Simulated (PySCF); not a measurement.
CAM-B3LYP on Ti⁻ (titanium, charge -1), [Ar] 3d3 4s2, high-spin 4F determinant. All numbers are calculated (PySCF 2.14, the non-relativistic Hamiltonian (point nucleus), in def2-QZVPPD).

```
cycle= 1 E= -849.40741109689  delta_E= -0.0141  |g|= 0.0216  |ddm|= 1.02
cycle= 2 E= -849.408684005215  delta_E= -0.00127  |g|= 0.00899  |ddm|= 0.423
cycle= 3 E= -849.408966849942  delta_E= -0.000283  |g|= 0.00417  |ddm|= 0.228
cycle= 4 E= -849.409005762334  delta_E= -3.89e-05  |g|= 0.00386  |ddm|= 0.0619
cycle= 5 E= -849.409024707218  delta_E= -1.89e-05  |g|= 0.00029  |ddm|= 0.0693
cycle= 6 E= -849.409025364493  delta_E= -6.57e-07  |g|= 0.000123  |ddm|= 0.0138
cycle= 7 E= -849.409025421686  delta_E= -5.72e-08  |g|= 1.35e-05  |ddm|= 0.00393
cycle= 8 E= -849.409025422319  delta_E= -6.33e-10  |g|= 5.55e-06  |ddm|= 0.000365
converged SCF energy = -849.409025422319  <S^2> = 3.7628076  2S+1 = 4.0063987
```

Highest occupied orbital energy: 0.076 eV; ⟨L²⟩ = 12.01; populations by l: s 8.00, p 12.00, d 3.00, f 0.00.

**Question.** Can this result be used?

**Answer.** With care. The calculation finished and met its thresholds. At CAM-B3LYP the highest occupied level has a positive energy, so only the finite basis holds that electron.
